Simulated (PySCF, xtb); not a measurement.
C₂H₆BFN₂, SMILES C=C(F)B(N)N.

Coordinates come from a r2SCAN-D4/def2-SVP optimisation. The structure was generated by enumeration, and PubChem lists no compound with its InChIKey, so it may never have been made. One conformer was computed; it need not be the lowest.

Level of theory: C-PCM-M06-2X/def2-SVP run with PySCF.

The values are the electrostatic part of the solvation free energy, E(continuum) − E(gas) at the gas-phase geometry, in a cavity of scaled van der Waals radii (PySCF's table); cavitation and dispersion terms are not included. In vacuum the orbital gap is 9.20 eV. The dipole moment in vacuum is 2.51 D.

Computed values in water (ε = 78.36), n-hexane (ε = 1.88), benzene (ε = 2.27):
```tsv
solvent	ε	ΔG(elec) (kcal/mol)	dipole (D)	gap (eV)
water	78.36	-6.6	3.03	8.97
n-hexane	1.88	-3.0	2.73	9.11
benzene	2.27	-3.6	2.78	9.09
```

For comparison, GFN2-xTB/ALPB(water) (xtb, at the GFN2-xTB geometry, all terms of that model) gives -6.5 kcal/mol.
